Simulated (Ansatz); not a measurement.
Consider the formal hydrolysis of the Sn–F bond: `[F][SnH]([F])[F]` + H₂O → `[OH][SnH]([F])[F]` + H–F.

Gas-phase electronic energies from Ansatz, PBE0-D4/def2-TZVP geometries. CCSD(T)/CBS adds triple-zeta CCSD(T) − MP2 to the extrapolated MP2 energy (def2 sets, frozen cores). This one scheme is used for every species. Functionals use def2-TZVPP. B3LYP here is the variant with VWN-RPA as its local correlation; programs differ in this. HSE06 is defined as in plane-wave codes. def2 core potentials past Kr. For Sn outer-core shells are correlated without core-valence functions, which leaves a few kJ/mol of doubt a bond. One conformer a species, not always the lowest.

`[F][SnH]([F])[F]`:

Cartesian coordinates in Å:
```
F -1.524 -0.957 0.414
Sn -0.016 0.062 -0.100
F 1.404 -1.183 -0.203
F 0.384 1.136 1.404
H -0.247 0.941 -1.515
```

H₂O:

Z-matrix (Å, degrees):
```
O
H 1 0.960
H 1 0.960 2 105.1
```

`[OH][SnH]([F])[F]`:

Z-matrix (Å, degrees):
```
Sn
F 1 1.904
F 1 1.904 2 102.4
O 1 1.929 2 107.5 3 -113.1
H 1 1.682 2 112.3 3 120.7
H 4 0.961 1 113.7 2 55.1
```

H–F:

```xyz
2

F    -0.440   -0.017   -0.133
H     0.440    0.017    0.133
```

**Question.** Is it downhill or uphill in electronic energy at CCSD(T)/CBS, and by how much? (Estimate.)

**Answer.** Computed: Uphill: ΔE = +4.9 kcal/mol.

**Question.** What do these levels give: PBE-D4, HSE06-D4, BHLYP-D4, CAM-B3LYP-D4, ωB97X-V, BLYP, PBE0, B3LYP, CAM-B3LYP, LC-ωPBE, RPA@PBE/def2-TZVPP, SCS-MP2/def2-TZVPP? (An estimate is asked.)

**Answer.** The calculation gave: PBE-D4 5.6, HSE06-D4 5.2, BHLYP-D4 5.7, CAM-B3LYP-D4 6.0, ωB97X-V 6.0, BLYP 6.8, PBE0 5.5, B3LYP 6.4, CAM-B3LYP 6.3, LC-ωPBE 6.2, RPA@PBE/def2-TZVPP 4.5, SCS-MP2/def2-TZVPP 4.4 kcal/mol.

Largest T1 diagnostic among the species: 0.015.

At CCSD(T), def2-SVP lies +1.1 kcal/mol from the extrapolated value and def2-TZVPP −0.6 kcal/mol. Leaving LDA and LC-ωPBE aside and taking each functional with its dispersion term where it has one, the values, not all of them listed here, spread over 2.5 kcal/mol, from PBE-QIDH to B97M-V. LDA lies −1.5 kcal/mol from PBE without D4. In def2-TZVPP, CCSD(T) changes the Hartree–Fock value by −2.4 kcal/mol (the triples alone add −0.3 kcal/mol) and MP2 by −3.1 kcal/mol.
